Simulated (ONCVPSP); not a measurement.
What one change does to a pseudopotential (Be, ONCV)

ONCVPSP 4.0.1 input, shortened (lines: element, Z, core and valence counts, functional; n l f; lmax; l rc ep ncon nbas qcut; lloc lpopt rc5 dvloc0; l nproj debl; icmod fcfact rcfact), LDA (Perdew-Wang 92), scalar-relativistic:

```
  Be 4.00    1    1  -001012      upf
    1    0    2.00
    2    0    2.00
    2
    0    2.00    0.00    4    8    3.90
    1    1.75    0.14    3    7    4.80
    2    1.70    0.20    3    7    6.30
    4    2    1.65    0.00
    0    2    3.00
    1    1    1.10
    2    2    2.80
    0    0.00    0.00
```

In the p channel the program set the typed energies aside and used 0.050 Ha.

Change: core correction polynomial model core, fcfact 0.45.

Cutoffs: the cutoffs (Ha) at which the residual kinetic energy of the hardest occupied pseudo-wave falls to 1 and 0.1 mHa per electron; they do not see the model core or the augmentation charge, which bear on the density cutoff. Errors are all-electron minus pseudo energies relative to the spin-unpolarised reference configuration.

Task: Predict the effect on cutoff, ghosts and configuration errors.

Result: The potential gets neither clearly harder nor softer (5.3 Ha and 7.6 Ha → 5.3 Ha and 7.6 Ha); the number of tests with a reliable result goes from 3 to 4; of the 3 tests that both files solve, the error grows in 0 and shrinks in 3 by more than 15 % and 0.3 meV (median size 2.5 → 1.2 meV); neither file shows a bound ghost. Exchange and correlation are not linear in the density, so unscreening with the valence charge alone errs where core and valence overlap; a model core restores that term. A model core, the more so a compact one, raises the density cutoff, which this test does not measure.

```tsv
quantity	base	changed
cutoff, loose	5.3 Ha	5.3 Ha
cutoff, tight	7.6 Ha	7.6 Ha
bound ghosts	none	none
GHOST(+) flags under 300 eV	none	none
tests with a reliable result	3 of 4	4 of 4
error for 2s1, meV [ΔE 9.51 eV]	+17	+4.1
error for 2s1.5, meV [ΔE 3.75 eV]	+2.5	+0.7
error for 2s1 2p1, meV [ΔE 3.52 eV]	+2.0	+1.2
s: phases at 2.03 bohr within 0.05 rad from the reference energy up to (Ha; the scan ends near 5)	to the end of the scan	to the end of the scan
p: phases at 1.78 bohr within 0.05 rad from the reference energy up to (Ha; the scan ends near 5)	2.0	2.0
d: phases at 1.73 bohr within 0.05 rad from the reference energy up to (Ha; the scan ends near 5)	to the end of the scan	to the end of the scan
```

Base: The cutoffs count occupied waves only; projector 2 of the s channel, the hardest unoccupied one, needs 15 Ha at the loose tolerance. Changed file: The cutoffs count occupied waves only; projector 2 of the s channel, the hardest unoccupied one, needs 15 Ha at the loose tolerance.
